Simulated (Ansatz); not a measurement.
Cd₂O₂, relaxed as a singlet with RKS PBE-D4/def2-TZVP in Ansatz, starting from the GFN1-xTB geometry. Force threshold 0.02 eV/Å.

In the def2 sets Cd takes a core potential; there is no spin–orbit coupling. The structure holds 1 bond(s) between oxygen atoms. The restricted singlet is unstable: a solution with broken spin symmetry lies lower. An occupied level of the charge 0 singlet lies above an empty one (by up to 0.14 eV), so this SCF solution is probably not the lowest. At PBE-D4/def2-TZVP a triplet of charge 0 lies 0.66 eV below the restricted singlet, each at its own geometry. Another isomer (singlet) lies 0.06 eV lower at r2SCAN-D4/def2-TZVP.

Start:

```xyz
4

Cd   -0.566   -0.462    1.615
Cd    0.806    1.522    0.427
O    -0.452   -1.006   -0.735
O     0.211   -0.054   -1.307
```

Problem. Estimate the energy that the relaxation releases and the steps that it takes.

Solution. 0.15 eV, in 5 steps; 4.6 s on 4 threads of Arm Neoverse V1 on a shared host. No frequencies were taken in this run, so the end may be a saddle point.

Problem. Does the start keep its bonding and symmetry?

Solution. By distances, no bond broke or formed. The bond that changes most is Cd1–Cd2, from 2.69 to 2.94 Å (atoms count from 1). Point group C2v at the start, C2v at the end, both within 0.05 Å.

Problem. Predict the relaxed structure.

Solution. 
```xyz
4

Cd   -0.6380   -0.5895    1.6031
Cd    0.8618    1.5781    0.3030
O    -0.4524   -0.9864   -0.6579
O     0.2286   -0.0021   -1.2482
```
Bond lengths (bridged metal pairs left out): 2 × Cd–O 2.30 Å; 1 × Cd–Cd 2.94 Å; 1 × O–O 1.33 Å.
